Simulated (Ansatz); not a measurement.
`[F][GeH]([F])[SiH3]` + CH₃NH₂ → `C[NH][GeH]([F])[F]` + SiH₄  (cleavage of the Ge–Si bond)

Program: Ansatz. Geometries: PBE0-D4/def2-TZVP. ΔE: electronic, gas phase. CCSD(T)/CBS is the MP2 limit (def2-TZVPP, def2-QZVPP) plus CCSD(T) − MP2 in def2-TZVPP, frozen cores. This one scheme is used for every species. Functionals use def2-TZVPP. B3LYP here is the variant with VWN-RPA as its local correlation; programs differ in this. For Ge outer-core shells are correlated without core-valence functions, which leaves a few kJ/mol of doubt a bond. Scalar relativity is left out up to krypton. Each species was taken in one conformer, which may not be the lowest.

`[F][GeH]([F])[SiH3]`:

```xyz
8

F    -2.285    0.018   -0.416
Ge   -0.690   -0.628   -0.638
F    -0.762   -2.192    0.111
Si    0.843    0.723    0.594
H    -0.538   -0.883   -2.146
H     0.837    2.088    0.011
H     2.195    0.123    0.474
H     0.401    0.751    2.008
```

CH₃NH₂:

Z-matrix (Å, degrees):
```
C
N 1 1.453
H 1 1.092 2 109.4
H 1 1.100 2 115.4 3 -121.6
H 1 1.092 2 109.4 3 116.8
H 2 1.012 1 110.6 3 62.6
H 2 1.012 1 110.6 3 -179.3
```

`C[NH][GeH]([F])[F]`:

Cartesian coordinates in Å:
```
C -0.891 -0.885 -0.668
N -0.617 0.049 0.412
Ge 0.996 0.792 0.637
F 2.132 -0.503 0.677
F 1.532 1.691 -0.745
H -1.121 -0.396 -1.621
H -1.730 -1.531 -0.397
H -0.023 -1.528 -0.819
H -1.402 0.633 0.657
H 1.125 1.679 1.868
```

SiH₄:

Z-matrix (Å, degrees):
```
Si
H 1 1.485
H 1 1.485 2 109.5
H 1 1.485 2 109.5 3 -120.0
H 1 1.485 2 109.5 3 120.0
```

Task: Is it downhill or uphill in electronic energy at CCSD(T)/CBS, and by how much? (An estimate is asked.)

Result: Computed: Downhill: ΔE = -4.5 kcal/mol.

Task: What do these levels give: PBE-D4, B3LYP-D4, r2SCANh-D4, r2SCAN0, RPA@PBE/def2-TZVPP, HF/def2-QZVPP? (Best estimate.)

Result: The calculation gave: PBE-D4 0.0, B3LYP-D4 -2.8, r2SCANh-D4 -3.0, r2SCAN0 -3.3, RPA@PBE/def2-TZVPP -5.6, HF/def2-QZVPP -6.7 kcal/mol.

Task: What do rigid-rotor, harmonic-oscillator terms from PBE0-D4/def2-TZVP frequencies (298.15 K, 1 bar) make of the CCSD(T)/CBS value? (An estimate is asked.)

Result: Computed: ΔZPE = -2.1 kcal/mol, ΔH = -6.5 kcal/mol, ΔS = -28 J/(mol·K), ΔG = -4.5 kcal/mol.

Largest T1 diagnostic among the species: 0.013.

At CCSD(T), def2-SVP lies −3.8 kcal/mol from the extrapolated value and def2-TZVPP −1.1 kcal/mol. The D4 term adds −0.8 kcal/mol with B3LYP and −0.4 kcal/mol with PBE0; it sums over pairs of atoms, weighted by their polarisabilities, and B3LYP, whose exchange is more repulsive, gets the larger term.
